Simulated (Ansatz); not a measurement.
Molecule: PbCl2 (charge -1, doublet). 
Geometry from a B3LYP-D3(BJ)/def2-TZVP (Ansatz, a first-principles code) optimisation:
```
Pb
Cl 1 2.6396
Cl 1 2.6396 2 102.79
```
Charge -1, spin multiplicity 2.

Basis-set convergence of Hartree-Fock and CCSD correlation energies (hartree) with Ansatz. Correlated levels leave the core frozen unless marked. UHF or UKS for open shells. No spin-orbit coupling. The frozen core is the preceding noble-gas configuration, with the filled d and f shells of earlier blocks. Past Kr the def2 sets carry scalar-relativistic core potentials. This anion needs diffuse functions, which these sets lack.

```json
[
 {"basis": "def2-SVP", "functions": "62", "E(HF)": "-1110.69540", "E(corr, CCSD)": "-0.34261"},
 {"basis": "def2-TZVPP", "functions": "134", "E(HF)": "?", "E(corr, CCSD)": "?"}
]
```

What belongs in the gaps?


- def2-TZVPP, E(HF): -1111.02587
- def2-TZVPP, E(corr, CCSD): -0.48803
